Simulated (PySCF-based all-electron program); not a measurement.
# RbF, singlet: squeezing and stretching

All-electron Kohn–Sham DFT on the free molecule, computed near the basis limit with an in-house program on PySCF integrals; Koelling–Harmon scalar relativity, no spin–orbit coupling, spin-restricted. Forces are good to about 0.010 eV/Å. In part, the full relativistic part was added along one bond alone. A positive force pushes the atoms apart.

```csv
r (Å),PBE (eV/Å)
2.043,2.788
2.270,-0.004
2.300,?
```

Task: Fill in the missing PBE forces.

Result: 2.300 Å: -0.217 eV/Å.

Task: Between which listed lengths does the PBE force vanish, and at which of the two is it smaller?

Result: Between 2.043 and 2.270 Å. The force is smaller at 2.270 Å.
